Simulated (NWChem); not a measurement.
System: GaHF2; SMILES [F][GaH][F]

Input file for NWChem:

```
start job
memory heap 200 mb stack 900 mb global 1100 mb
geometry units angstroms noautoz
  Ga     0.000000     0.000000    -0.313506
  H      0.000000     0.000000    -1.863628
  F     -1.454414     0.000000     0.655270
  F      1.454414     0.000000     0.655270
end
basis spherical
  Ga library aug-cc-pvdz
  H library aug-cc-pvdz
  F library aug-cc-pvdz
end
dft
  xc xpbe96 cpbe96
  iterations 150
  vectors input atomic output neutral.movecs
end
task dft energy
charge 1
dft
  odft
  mult 2
  vectors input atomic output cation.movecs
end
task dft energy
charge -1
dft
  odft
  mult 2
  vectors input atomic output anion.movecs
end
task dft energy
```

Output (shortened):

```
             Northwest Computational Chemistry Package (NWChem) 7.3.0
             --------------------------------------------------------

 C2V symmetry detected

                             Geometry "geometry" -> ""
                             -------------------------

 Output coordinates in angstroms (scale by  1.889725989 to convert to a.u.)

  No.       Tag          Charge          X              Y              Z
 ---- ---------------- ---------- -------------- -------------- --------------
    1 Ga                  31.0000     0.00000000     0.00000000    -0.31775692
    2 H                    1.0000     0.00000000     0.00000000    -1.86787892
    3 F                    9.0000    -1.45441400     0.00000000     0.65101908
    4 F                    9.0000     1.45441400     0.00000000     0.65101908

 Effective nuclear repulsion energy (a.u.)     197.5639432455

      Symmetry information
      --------------------

 Group name             C2v
 Group number             16
 Group order               4
 No. of unique centers     3

  pbe96 is a nonlocal functional; adding pw91lda local functional.

                                 NWChem DFT Module
                                 -----------------

 Summary of "ao basis" -> "ao basis" (spherical)
 ------------------------------------------------------------------------------
       Tag                 Description            Shells   Functions and Types
 ---------------- ------------------------------  ------  ---------------------
 Ga                       aug-cc-pvdz               14       36   6s5p3d
 H                        aug-cc-pvdz                5        9   3s2p
 F                        aug-cc-pvdz                9       23   4s3p2d

      Symmetry analysis of basis
      --------------------------

        a1         38
        a2         10
        b1         26
        b2         17

            General Information
            -------------------
          SCF calculation type: DFT
          Wavefunction type:  closed shell.
          No. of atoms     :     4
          No. of electrons :    50
           Alpha electrons :    25
            Beta electrons :    25
          Charge           :     0
          Spin multiplicity:     1
          Use of symmetry is: on ; symmetry adaption is: on
          Maximum number of iterations: 150
          AO basis - number of functions:    91
                     number of shells:    37
          Convergence on energy requested:  1.00D-06
          Convergence on density requested:  1.00D-05
          Convergence on gradient requested:  5.00D-04

              XC Information
              --------------
          PerdewBurkeErnzerhof Exchange Functional  1.000
            Perdew 1991 LDA Correlation Functional  1.000 local
           PerdewBurkeErnz. Correlation Functional  1.000 non-local

             Grid Information
             ----------------
          Grid used for XC integration:  medium
          Radial quadrature: Mura-Knowles
          Angular quadrature: Lebedev.
          Tag              B.-S. Rad. Rad. Pts. Rad. Cut. Ang. Pts.
          ---              ---------- --------- --------- ---------
          Ga                  1.30      112          13.0       590
          H                   0.35       45          14.0       434
          F                   0.50       49          12.0       434
          Grid pruning is: on
          Number of quadrature shells:   206
          Spatial weights used:  Erf1

      Superposition of Atomic Density Guess
      -------------------------------------

 Sum of atomic energies:       -2122.47078198

      Non-variational initial energy
      ------------------------------

 Total energy =   -2122.511168
 1-e energy   =   -3356.396914
 2-e energy   =    1036.321802
 HOMO         =      -0.471220
 LUMO         =      -0.031691

      Symmetry analysis of molecular orbitals - initial
      -------------------------------------------------

  Numbering of irreducible representations:

     1 a1          2 a2          3 b1          4 b2

  Orbital symmetries:

     1 a1          2 a1          3 a1          4 b1          5 b2
     6 a1          7 b1          8 a1          9 a1         10 b1
    11 b2         12 a1         13 b1         14 a1         15 b1
    16 a2         17 b2         18 a1         19 a1         20 b1
    21 a1         22 b2         23 a2         24 b1         25 a1
    26 a1         27 b2         28 b1         29 a1         30 a1
    31 b2         32 b1         33 a1         34 a1         35 b2

   convergence    iter        energy       DeltaE   RMS-Dens  Diis-err
 ---------------- ----- ----------------- --------- --------- ---------
 d= 0,ls=0.0,diis     1  -2124.5882331294 -2.32D+03  2.59D-02  1.15D+00
 d= 0,ls=0.0,diis     2  -2123.6188889863  9.69D-01  1.68D-02  1.17D+01
 d= 0,ls=0.0,diis     3  -2124.7291315374 -1.11D+00  1.90D-03  1.71D-02
 d= 0,ls=0.0,diis     4  -2124.7304523118 -1.32D-03  6.72D-04  2.95D-03
 d= 0,ls=0.0,diis     5  -2124.7307108954 -2.59D-04  1.52D-04  1.16D-04
  Resetting Diis
 d= 0,ls=0.0,diis     6  -2124.7307284673 -1.76D-05  1.83D-05  3.37D-06
 d= 0,ls=0.0,diis     7  -2124.7307289099 -4.43D-07  4.76D-06  9.92D-08

         Total DFT energy =    -2124.730728909872
      One electron energy =    -3355.719602649187
           Coulomb energy =     1129.248982863840
    Exchange-Corr. energy =      -95.824052370028
 Nuclear repulsion energy =      197.563943245503

 Numeric. integr. density =       50.000014517630

                  Occupations of the irreducible representations
                  ----------------------------------------------

                     irrep           alpha         beta
                     --------     --------     --------
                     a1               12.0         12.0
                     a2                2.0          2.0
                     b1                7.0          7.0
                     b2                4.0          4.0

                       DFT Final Molecular Orbital Analysis
                       ------------------------------------

 Vector   23  Occ=2.000000D+00  E=-3.394869D-01  Symmetry=a2
              MO Center= -4.2D-15,  1.7D-15,  6.3D-01, r^2= 2.6D+00
   Bfn.  Coefficient  Atom+Function         Bfn.  Coefficient  Atom+Function
  ----- ------------  ---------------      ----- ------------  ---------------
    51      0.467225  3 F  py                74     -0.467225  4 F  py
    54      0.304793  3 F  py                77     -0.304793  4 F  py
    22      0.104530  1 Ga d -2              57      0.078147  3 F  py
    80     -0.078147  4 F  py                27     -0.039452  1 Ga d -2

 Vector   24  Occ=2.000000D+00  E=-3.321253D-01  Symmetry=b1
              MO Center=  9.7D-14, -2.2D-15,  6.1D-01, r^2= 2.6D+00
   Bfn.  Coefficient  Atom+Function         Bfn.  Coefficient  Atom+Function
  ----- ------------  ---------------      ----- ------------  ---------------
    50      0.362454  3 F  px                73      0.362454  4 F  px
    52      0.304185  3 F  pz                75     -0.304185  4 F  pz
    53      0.241832  3 F  px                76      0.241832  4 F  px
    55      0.198621  3 F  pz                78     -0.198621  4 F  pz
    25     -0.101037  1 Ga d  1              56      0.054108  3 F  px

 Vector   25  Occ=2.000000D+00  E=-3.228062D-01  Symmetry=a1
              MO Center= -1.3D-13, -8.0D-16, -8.0D-02, r^2= 3.2D+00
   Bfn.  Coefficient  Atom+Function         Bfn.  Coefficient  Atom+Function
  ----- ------------  ---------------      ----- ------------  ---------------
    52      0.391214  3 F  pz                75      0.391214  4 F  pz
    37      0.269695  2 H  s                 55      0.252253  3 F  pz
    78      0.252253  4 F  pz                 5      0.221996  1 Ga s
    15     -0.148825  1 Ga pz                24     -0.145088  1 Ga d  0
     4      0.130194  1 Ga s                 26      0.101145  1 Ga d  2

 Vector   26  Occ=0.000000D+00  E=-8.501612D-02  Symmetry=b2
              MO Center=  6.1D-15,  5.5D-14, -5.6D-01, r^2= 3.7D+00
   Bfn.  Coefficient  Atom+Function         Bfn.  Coefficient  Atom+Function
  ----- ------------  ---------------      ----- ------------  ---------------
    17      0.612921  1 Ga py                14      0.516299  1 Ga py
    51     -0.176084  3 F  py                74     -0.176084  4 F  py
    54     -0.127002  3 F  py                77     -0.127002  4 F  py
    57     -0.094236  3 F  py                80     -0.094236  4 F  py
    20      0.082287  1 Ga py                44      0.055950  2 H  py

 Vector   27  Occ=0.000000D+00  E=-8.103125D-02  Symmetry=a1
              MO Center= -4.4D-15,  4.8D-15, -3.7D-01, r^2= 4.2D+00
   Bfn.  Coefficient  Atom+Function         Bfn.  Coefficient  Atom+Function
  ----- ------------  ---------------      ----- ------------  ---------------
     5      0.959146  1 Ga s                  4      0.465429  1 Ga s
     6      0.432119  1 Ga s                 38     -0.380965  2 H  s
    39     -0.326645  2 H  s                 37     -0.283956  2 H  s
    49     -0.239914  3 F  s                 72     -0.239914  4 F  s
    48     -0.191699  3 F  s                 71     -0.191699  4 F  s

 Vector   28  Occ=0.000000D+00  E=-1.513775D-02  Symmetry=b1
              MO Center=  1.8D-14, -1.0D-14, -9.1D-01, r^2= 1.0D+01
   Bfn.  Coefficient  Atom+Function         Bfn.  Coefficient  Atom+Function
  ----- ------------  ---------------      ----- ------------  ---------------
    16      0.659044  1 Ga px                19      0.489853  1 Ga px
    13      0.284309  1 Ga px                49      0.197268  3 F  s
    72     -0.197268  4 F  s                 35      0.178747  1 Ga d  1
    48      0.141334  3 F  s                 71     -0.141334  4 F  s
    58     -0.117353  3 F  pz                81      0.117353  4 F  pz

     Multipole analysis of the density
     ---------------------------------

[...]
```

Level: PBE/aug-cc-pVDZ, vertical spin-unrestricted ions. Geometry: optimised at B3LYP/6-31G* (spherical d).
